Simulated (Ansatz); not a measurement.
The atomisation energy (no zero-point term) down a group: Si to Sn

One atom is swapped for its congeners: SiH2(NH2)2; GeH2(NH2)2; SnH2(NH2)2. All are singlets with charge 0.

Shapes, held fixed at every level: PBE0-D4/def2-TZVP. Flexible molecules stand in one conformer, not always the lowest. Programs: Ansatz 0.2.0. Values in eV.

Question: How should the atomisation energy change along the series?

Answer: At CCSD(T)/def2-TZVPP the atomisation energy falls at every step, from 30.11 to 26.38 eV. Every level shows the same order. For atoms past krypton def2 sets carry core potentials with scalar relativity. Relativity is left out for Ge unless named. Correlated rows may include outer-core shells of Ge, Sn, which these sets cover unevenly. Spin-orbit coupling, which grows down the group, is left out (summed over each molecule's free atoms 0.02, 0.12, 0.31 eV).

```
                level  SiH2(NH2)2  GeH2(NH2)2  SnH2(NH2)2
     SPW92/def2-TZVPP       35.10       33.05       31.19
 r2SCAN-D4/def2-TZVPP       30.82       28.65       26.82
  B3LYP-D4/def2-TZVPP       31.27       28.95       27.22
  BHLYP-D4/def2-TZVPP       30.41       28.05       26.27
r2SCAN0-D4/def2-TZVPP       30.40       28.17       26.31
   wB97M-V/def2-TZVPP       31.26       28.91       27.22
   CCSD(T)/def2-TZVPP       30.11       28.16       26.38
```
